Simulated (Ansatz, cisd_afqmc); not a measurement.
Species: AlOH₃, charge 0, singlet. AlOH3 (SMILES [OH][AlH2]).
B3LYP-D3(BJ)/def2-TZVP minimum from Ansatz (a quantum-chemistry and plane-wave program):
```xyz
5

Al    -0.3685    -0.4694     0.0571
H     -0.1018    -1.5063     1.2067
H     -1.5558    -0.5722    -0.9785
O      0.7221     0.8313    -0.0353
H      0.6709     1.5304    -0.6886
```

Atomisation energy term by term, kcal/mol (programs: Ansatz, cisd_afqmc). Radicals and triplets start from unrestricted determinants; spin-orbit coupling is neglected. Correlated methods leave the cores frozen. Rows without X2C or -DK are non-relativistic. The Monte Carlo rows (phaseless AFQMC, CISD trial, step 0.005/hartree) carry one-sigma bars that omit the constraint's bias. Outlying blocks are dropped, and bars are widened where a walk drifts. Over all cases where full CI ran beside it in this data, AFQMC minus full CI had a median of +0.1 mEh and passed +0.4 mEh in a tenth of the cases. CBS(X,Y): correlation extrapolated as X^-3, Hartree-Fock from the larger set (Q,5: extrapolated as (X+1)exp(-9√X)). A bracket is a step between two methods taken in the basis named. '+ core + X2C': CCSD(T) terms for core correlation (cc-pwCVTZ, 1s frozen past Ne) and scalar relativity (cc-pVTZ-DK). Where a partner has so few electrons that a lower coupled-cluster level is exact, that level stands in.

| term | basis | kcal/mol |
|---|---|---|
| Hartree-Fock | CBS(cc-pV(Q+d)Z,cc-pV(5+d)Z) | 267.34 |
| CCSD correlation | CBS(cc-pV(Q+d)Z,cc-pV(5+d)Z) | 95.48 |
| (T) | CBS(cc-pV(Q+d)Z,cc-pV(5+d)Z) | 4.72 |
| CCSDT(Q) - CCSD(T) | cc-pV(T+d)Z | 0.00 |
| CCSDTQ - CCSDT(Q) | cc-pV(D+d)Z | -0.05 |
| core correlation | cc-pwCVTZ | -0.39 |
| scalar relativity | X2C, cc-pVTZ-DK | -0.75 |
| sum: De |  | 366.4 |

The step beyond CCSD(T) by other levels: CCSDTQ in cc-pV(D+d)Z 0.32; AFQMC/CISD in cc-pV(D+d)Z 0.65 ± 0.24; CCSDT(Q) in cc-pV(D+d)Z 0.37 kcal/mol.
